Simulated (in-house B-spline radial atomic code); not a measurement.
Response of Mn⁷⁺ as one setting changes: the share of exact exchange in a PBE hybrid. A dash marks a strongly mixed or unbound state. Computed with a B-spline radial code for spherical atoms: linear response of the closed shell [Ne] 3s2 3p6 with the functional's adiabatic kernel; scalar-relativistic (spin-free one-electron X2C), finite nucleus, no spin-orbit coupling, no double excitations, S, P, D and F terms only. Only terms of natural parity with L up to 3 were computed.

```csv
share of exact exchange in a PBE hybrid,lowest 1P (eV),"lowest 3P, Tamm-Dancoff (eV)",minus highest occupied level (eV),α (bohr³)
0,3p → 3d 66.81,3p → 3d 47.18,182.92,0.6258
0.1,3p → 3d 66.78,3p → 3d 47.14,184.36,0.6257
0.2,?,?,?,?
0.3,?,?,?,?
0.4,3p → 3d 66.69,3p → 3d 47.00,188.70,0.6253
0.5,3p → 3d 66.66,3p → 3d 46.95,190.14,0.6252
0.6,3p → 3d 66.62,3p → 3d 46.91,191.58,0.6251
0.7,3p → 3d 66.59,3p → 3d 46.86,193.03,0.625
0.8,3p → 3d 66.56,3p → 3d 46.82,194.47,0.6249
0.9,3p → 3d 66.53,3p → 3d 46.77,195.91,0.6248
1,3p → 3d 66.49,3p → 3d 46.73,197.35,0.6247
```

Q: What belongs in the row for 0.2?

A: lowest 1P (eV): 3p → 3d 66.75; lowest 3P, Tamm-Dancoff (eV): 3p → 3d 47.09; minus highest occupied level (eV): 185.81; α (bohr³): 0.6255.

Q: What belongs in the row for 0.3?

A: lowest 1P (eV): 3p → 3d 66.72; lowest 3P, Tamm-Dancoff (eV): 3p → 3d 47.04; minus highest occupied level (eV): 187.25; α (bohr³): 0.6254.
